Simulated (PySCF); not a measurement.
Deuteron quadrupole couplings in `CC[C@@H]1O[C@]1(F)CF`

Compound: C5H8F2O.
Cartesian coordinates in Å at the GFN2-xTB level; atoms count from 1:
```
atom  x, y, z in Å
C1     1.924    0.156    0.309
C2     1.086    0.076   -0.964
C3    -0.030   -0.926   -0.807
O4    -1.169   -0.829   -1.643
C5    -1.364   -0.581   -0.307
F6    -2.044   -1.571    0.347
C7    -1.825    0.791    0.127
F8    -1.086    1.243    1.190
H9     2.336   -0.819    0.556
H10    2.746    0.852    0.168
H11    1.319    0.499    1.143
H12    0.672    1.056   -1.203
H13    1.710   -0.239   -1.803
H14    0.287   -1.951   -0.628
H15   -2.869    0.746    0.451
H16   -1.702    1.506   -0.690
```

Level: B3LYP/pcJ-1 (PySCF, non-relativistic); Q(2H) = 0.00286 b; rigid geometry, the same for H and D, with no vibrational averaging.

Question: Rank these positions by the coupling χzz of a deuteron there, largest first.
A. H12 (methylene hydrogen)
B. H15 (methylene hydrogen)
C. H10 (methyl hydrogen)

Answer: C (206 kHz), A (197 kHz), B (186 kHz).

Give the electric field gradient Vzz (the principal value of largest size), its asymmetry and the 2H coupling at each hydrogen.

```
atom  bonded to  bond length (Å)  Vzz (au)     η  χzz (kHz)
  H9         C1            1.087    0.3041  0.04        204
 H10         C1            1.086    0.3066  0.03        206
 H11         C1            1.086    0.2987  0.03        201
 H12         C2            1.090    0.2937  0.04        197
 H13         C2            1.092    0.2912  0.03        196
 H14         C3            1.088    0.2911  0.08        196
 H15         C7            1.094    0.2765  0.08        186
 H16         C7            1.093    0.2767  0.06        186
```

How does χzz go with the bond length over the 8 C–H bonds?

A straight-line fit has a slope of -21.2 kHz for each 0.01 Å, with a correlation coefficient of -0.90, over lengths from 1.086 to 1.094 Å. The longer bonds have the smaller couplings here.

Geometry: GFN2-xTB, one conformer, isolated molecule. GFN2-xTB bond lengths can be off by several hundredths of an ångström, more for odd bonds, and the gradients follow them. These gradients aren't converged with respect to the basis.
